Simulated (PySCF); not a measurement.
**Two-component Hartree-Fock for Lu⁴⁺ (lutetium, charge +4)**

Start: [Xe] 4f13; 4f5/2 filled at m_j = -3/2, -1/2, +1/2, +3/2, +5/2; 4f7/2 filled at m_j = -7/2, -5/2, -3/2, -1/2, +1/2, +3/2, +5/2, +7/2. Calculated with PySCF 2.14 in x2c-TZVPall-2c: generalised Hartree-Fock with the X2C-1e Hamiltonian and a Gaussian nucleus; one run each with spin-orbit coupling (SO) screened by Boettger's factors, then bare. This is a chosen level, not necessarily the ground level.

| spinor shell | electrons | ε, screened SO (eV) | ε, bare SO (eV) | weight of nominal j (bare SO) | rms radius, bare SO (bohr) |
| --- | --- | --- | --- | --- | --- |
| 1s1/2 | 2 | -63685.6 | -63684.4 | 1.000 | 0.0219 |
| 2s1/2 | 2 | -11018.4 | -11018.0 | 1.000 | 0.0885 |
| 2p1/2 | 2 | -10499.0 | -10526.1 | 1.000 | 0.0752 |
| 2p3/2 | 4 | -9376.2 | -9367.0 | 1.000 | 0.0825 |
| 3s1/2 | 2 | -2597.2 | -2597.1 | 1.000 | 0.227 |
| 3p1/2 | 2 | -2367.4 | -2373.2 | 1.000 | 0.218 |
| 3p3/2 | 4 | -2123.9 | -2121.9 | 1.000 | 0.233 |
| 3d3/2 | 4 | -1738.0 | -1743.3 | 1.000 | 0.206 |
| 3d5/2 | 6 | -1685.9 | -1682.5 | 1.000 | 0.210 |
| 4s1/2 | 2 | -588.07 | -588.05 | 1.000 | 0.507 |
| 4p1/2 | 2 | -492.41 | -493.78 | 1.000 | 0.517 |
| 4p3/2 | 4 | -436.94 | -436.48 | 1.000 | 0.550 |
| 4d3/2 | 4 | -278.32 | -279.41 | 0.996 | 0.580 |
| 4d5/2 | 6 | -269.66 | -268.99 | 0.997 | 0.593 |
| 5s1/2 | 2 | -118.72 | -118.73 | 1.000 | 1.23 |
| 5p1/2 | 2 | -87.957 | -88.152 | 0.997 | 1.35 |
| 4f5/2 | 5 | -73.661 | -74.220 | 0.976 | 0.752 |
| 4f7/2 | 8 | -72.530 | -72.116 | 0.985 | 0.758 |

(1) Where does 5p3/2 lie, and what is the 5p spin-orbit splitting (bare SO)?

```tsv
quantity	screened SO	bare SO
E (hartree)	-14563.87404	-14564.82630
M_J	5/2	5/2
⟨J²⟩	8.757	8.754
⟨L²⟩	12.103	12.111
⟨S²⟩	0.850	0.859
```

Each row is a mean over spinors that exchange with the open shell spreads, by up to 9.461 eV (4d3/2).

Breit and QED terms are absent; they matter most for the inner s and p1/2 levels.

Densities and radii are taken from the X2C orbitals without a picture-change correction, which distorts them close to the nucleus.

Results:

(1) At -79.886 eV, 8.265 eV above 5p1/2.
